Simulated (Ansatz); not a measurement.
Consider the cleavage of the Si–B bond: `B[SiH2]Cl` + `C[SiH](N)Cl` → `C[SiH](Cl)N[SiH2]Cl` + BH₃.

Gas-phase electronic energies from Ansatz, PBE0-D4/def2-TZVP geometries. CCSD(T)/CBS adds triple-zeta CCSD(T) − MP2 to the extrapolated MP2 energy (def2 sets, frozen cores). This one scheme is used for every species. DFT in def2-TZVPP. Each species was taken in one conformer, which may not be the lowest.

`B[SiH2]Cl`:

```xyz
7

B    -0.068   -1.183    0.345
Si   -0.026    0.719   -0.278
Cl    1.339    1.893    0.732
H    -0.842   -1.930   -0.180
H     0.637   -1.612    1.207
H     0.326    0.769   -1.723
H    -1.365    1.344   -0.104
```

`C[SiH](N)Cl`:

```xyz
10

C     0.300    1.049    0.893
Si    0.354   -0.527   -0.082
N    -0.749   -0.446   -1.380
Cl   -0.030   -2.077    1.252
H     0.991    1.001    1.737
H     0.572    1.898    0.261
H    -0.703    1.220    1.292
H     1.685   -0.834   -0.653
H    -1.694   -0.132   -1.220
H    -0.726   -1.151   -2.100
```

`C[SiH](Cl)N[SiH2]Cl`:

Z-matrix (Å, degrees):
```
C
Si 1 1.851
H 1 1.092 2 111.2
H 1 1.092 2 109.8 3 119.3
H 1 1.093 2 110.6 3 -120.7
Cl 2 2.068 1 108.4 3 -59.8
N 2 1.722 1 110.4 3 61.6
H 2 1.481 1 113.5 3 -176.2
Si 7 1.711 2 129.1 1 -19.2
H 7 1.011 2 115.6 1 158.6
Cl 9 2.064 7 112.4 2 83.6
H 9 1.477 7 110.0 2 -34.1
H 9 1.479 7 109.2 2 -158.2
```

BH₃:

Z-matrix (Å, degrees):
```
B
H 1 1.193
H 1 1.193 2 120.0
H 1 1.193 2 120.0 3 180.0
```

```csv
level,ΔE (kJ/mol)
r2SCAN-D4,-80.5
ωB97X-V,-83.9
PBE0,-68.6
HF/def2-TZVPP,-90.4
MP2/def2-TZVPP,-97.9
MP2/def2-QZVPP,-98.3
SCS-MP2/def2-QZVPP,-96.1
CCSD/CBS(def2),-87.0
```

(1) What does CCSD(T)/CBS give? (Estimate.)

Largest T1 diagnostic among the species: 0.010.

Results:

(1) Computed: -87.9 kJ/mol. The listed levels differ from it by 7.4, 4.0, 19.3, -2.5, -10.0, -10.4, -8.2, 0.9 kJ/mol.

The D4 term adds −13.1 kJ/mol with B3LYP and −7.7 kJ/mol with PBE0; it sums over pairs of atoms, weighted by their polarisabilities, and B3LYP, whose exchange is more repulsive, gets the larger term. From PBE to PBE0 (25 % exact exchange), in def2-TZVPP and without D4, ΔE moves by −7.4 kJ/mol.

B3LYP here is the variant with VWN-RPA as its local correlation; programs differ in this.
